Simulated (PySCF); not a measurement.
CF3, SMILES F[C-](F)F, charge -1. Geometry: PBE-D3(BJ)/def2-SVPD.

Level of theory: PySCF with PBE-D3(BJ)/def2-SVPD.

Harmonic wavenumbers (cm⁻¹): 420, 420, 576, 701, 701, 907. Rotational constants (GHz): 9.858, 9.858, 5.415; symmetry number 3.

Problem. Work out the zero-point energy and the ideal-gas rigid-rotor harmonic-oscillator thermochemistry at 298.15 K and 1 atm.

Solution. ZPE = ½ Σ hcν = ½ × 3725 cm⁻¹ = 22.28 kJ/mol. H − E(el) = 34.91 kJ/mol. Entropy in J/(mol K): translation 161.55, rotation 90.98, vibration 12.65, total 265.18. G − E(el) = -44.16 kJ/mol. Cp = 58.70 J/(mol K).
